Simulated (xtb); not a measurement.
Be(Me)(SH) (CH4BeS), SMILES [CH3][Be][SH]. All values are semi-empirical tight-binding results from xtb (GFN2-xTB unless named), good for trends rather than for accurate numbers. Coordinates come from a GFN2-xTB optimisation. One conformer was computed; it need not be the lowest.

Optimised geometry:

Bonded distances (Å): Be1–C2 1.721, Be1–S6 1.909, C2–H3 1.088, C2–H4 1.089, C2–H5 1.089, S6–H7 1.317. Bond angles (°): C2–Be1–S6 175.5, Be1–C2–H3 114.6, Be1–C2–H4 113.5, Be1–C2–H5 113.8, H3–C2–H4 104.6, H3–C2–H5 104.7, H4–C2–H5 104.5, Be1–S6–H7 102.2.

The geometry has at least one imaginary mode, so it is a saddle point at that level.

For metal compounds this method's bond lengths and energies can be far off.

| Quantity | Value |
|---|---|
| orbital gap | 4.58 eV |

Q: Give the atomic charges and the Wiberg bond orders between heavy atoms. (The exact figures need the calculation; the answer reports its results.)

A: charges (e) Be1 0.54, C2 -0.29, H3 0.04, H4 0.04, H5 0.04, S6 -0.54, H7 0.17. Bond orders Be1–C2 1.01, Be1–S6 1.00.
